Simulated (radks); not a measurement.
The numbers below are computed, except where a source is named.
Q: The mean radii <r> (bohr) of the occupied orbitals of an atom or ion are listed with their occupations. Level of theory: scalar-relativistic Kohn-Sham, r2SCAN, spin-polarised, spherical densities, finite nucleus; meta-GGA in the generalised Kohn-Sham scheme; Fermi nuclear charge, rms radius of each element as measured or else 0.836 A^(1/3) + 0.57 fm (a radial shooting solver on a logarithmic mesh with Libxc functionals).

| orbital | occ. | <r> |
|---|---|---|
| 1s up | 1 | 0.02318 |
| 1s down | 1 | 0.02318 |
| 2s up | 1 | 0.09896 |
| 2s down | 1 | 0.09896 |
| 2p up | 3 | 0.08715 |
| 2p down | 3 | 0.08715 |
| 3s up | 1 | 0.2601 |
| 3s down | 1 | 0.2601 |
| 3p up | 3 | 0.2585 |
| 3p down | 3 | 0.2585 |
| 3d up | 5 | 0.2364 |
| 3d down | 5 | 0.2363 |
| 4s up | 1 | 0.5845 |
| 4s down | 1 | 0.5845 |
| 4p up | 3 | 0.6149 |
| 4p down | 3 | 0.6148 |
| 4d up | 5 | 0.6607 |
| 4d down | 5 | 0.6605 |
| 5s up | 1 | 1.276 |
| 5s down | 1 | 1.278 |
| 5p up | 3 | 1.404 |
| 5p down | 3 | 1.400 |
| 6s up | 1 | 2.543 |

Name the element and its charge. Open shells, if any, are filled with parallel spins first.

A: Z = 61, promethium, charge +6: Pm6+ in [Xe] 6s1. The 1s radius gives Z: for a bare nucleus <r> = (2 gamma + 1)/(2Z) with gamma = sqrt(1 - (Z/c)^2), 0.02288 bohr for Z = 61, and screening makes it slightly larger (0.02318 here). The occupations add up to 55, and the charge is Z minus that.
